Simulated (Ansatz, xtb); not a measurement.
## Relative energy of two isomers of C3H8GeS

We compare X, `S[C]1([GeH3])CC1`, a singlet, with Y, `S[C@@H]1C[C@H]1[GeH3]`, a singlet. Both are isolated molecules in the gas phase, relaxed with PBE-D3(BJ)/def2-SVP; the shapes shown needn't be the lowest conformers.

X (Å):

| atom | x (Å) | y (Å) | z (Å) |
| --- | --- | --- | --- |
| C | 0.7060 | 1.1296 | 1.1197 |
| C | 0.7716 | 2.5770 | 1.5802 |
| C | -0.4772 | 2.0614 | 0.9182 |
| Ge | 0.6268 | -0.3025 | 2.4611 |
| S | 1.7551 | 0.7376 | -0.3086 |
| H | 0.9113 | -0.1696 | -0.8815 |
| H | -0.3178 | 0.1335 | 3.6205 |
| H | 0.0648 | -1.5898 | 1.8004 |
| H | 2.0436 | -0.5848 | 3.0206 |
| H | 0.7610 | 2.7768 | 2.6641 |
| H | 1.4142 | 3.2592 | 1.0009 |
| H | -1.3752 | 1.8953 | 1.5361 |
| H | -0.6819 | 2.3865 | -0.1138 |

Y (Å):

```xyz
13

C     0.9059    0.6088    0.4664
C     1.9105    1.1536    1.4518
C     0.4986    0.8484    1.9098
Ge   -0.7546    2.2845    2.3472
S     1.1867   -1.0655   -0.1407
H    -0.1267   -1.4227   -0.2405
H     0.5303    1.3122   -0.2969
H     2.2247    2.2032    1.3307
H     2.7102    0.4757    1.7905
H     0.3898   -0.0681    2.5138
H    -0.5520    2.7647    3.8091
H    -0.4845    3.4694    1.3796
H    -2.2209    1.8060    2.1716
```

Quicker runs give these differences E(Y) − E(X): GFN2-xTB +1.39 kJ/mol; HF/STO-3G −11.40 kJ/mol (at GFN2-xTB geometries); r2SCAN-D4/def2-SVP +1.99 kJ/mol (at GFN2-xTB geometries).

Question: Estimate which is lower in electronic energy at CCSD(T)/def2-SVP + ΔMP2/def2-TZVPP, and by roughly how much.

Answer: Too close to call at this level: CCSD(T)/def2-SVP + ΔMP2/def2-TZVPP gives E(Y) − E(X) = +1.35 kJ/mol.

The same difference at several levels:

```json
{"level": "GFN2-xTB", "geometry": "GFN2-xTB", "E(Y) − E(X) (kJ/mol)": "+1.39", "departure from the last row (kJ/mol)": "+0.05", "job, with rough time for the two": "optimisation, 0.54 s"}
{"level": "HF/STO-3G", "geometry": "GFN2-xTB", "E(Y) − E(X) (kJ/mol)": "−11.40", "departure from the last row (kJ/mol)": "−12.75", "job, with rough time for the two": "single point, 1.9 s"}
{"level": "r2SCAN-D4/def2-SVP", "geometry": "GFN2-xTB", "E(Y) − E(X) (kJ/mol)": "+1.99", "departure from the last row (kJ/mol)": "+0.64", "job, with rough time for the two": "single point, 13 s"}
{"level": "PBE-D3(BJ)/def2-SVP", "geometry": "PBE-D3(BJ)/def2-SVP", "E(Y) − E(X) (kJ/mol)": "+1.89", "departure from the last row (kJ/mol)": "+0.54", "job, with rough time for the two": "optimisation, 64 s"}
{"level": "HF/def2-SVP", "geometry": "PBE-D3(BJ)/def2-SVP", "E(Y) − E(X) (kJ/mol)": "−1.73", "departure from the last row (kJ/mol)": "−3.08", "job, with rough time for the two": "part of the CCSD(T) run"}
{"level": "MP2/def2-SVP", "geometry": "PBE-D3(BJ)/def2-SVP", "E(Y) − E(X) (kJ/mol)": "+4.51", "departure from the last row (kJ/mol)": "+3.17", "job, with rough time for the two": "part of the CCSD(T) run"}
{"level": "CCSD(T)/def2-SVP", "geometry": "PBE-D3(BJ)/def2-SVP", "E(Y) − E(X) (kJ/mol)": "+3.54", "departure from the last row (kJ/mol)": "+2.20", "job, with rough time for the two": "single point"}
{"level": "CCSD(T)/def2-SVP + ΔMP2/def2-TZVPP", "geometry": "PBE-D3(BJ)/def2-SVP", "E(Y) − E(X) (kJ/mol)": "+1.35", "departure from the last row (kJ/mol)": "", "job, with rough time for the two": "single point, 2.9 min"}
```

As drawn, both hold the same kinds of bond in the same numbers.

The largest departure from CCSD(T)/def2-SVP + ΔMP2/def2-TZVPP is that of HF/STO-3G, 12.75 kJ/mol. The last row adds to CCSD(T) the change of the MP2 difference between the two basis sets, here −2.20 kJ/mol.

With thermal terms from frequencies at re-optimised GFN2-xTB minima (ideal gas, soft modes damped towards free rotors, one conformer each, 298.15 K, 1 atm): the zero-point term adds +0.16 kJ/mol; ΔH is +1.44 and ΔG +0.43 kJ/mol.

The correlated steps freeze 17 core orbitals; the filled d shell of Ge is correlated, in a basis made for valence electrons. Mirror images aren't counted in ΔG. Programs: Ansatz 0.2.0, xtb 6.7.1; the last row on 2 threads of AMD EPYC (Zen 3) on a shared host.
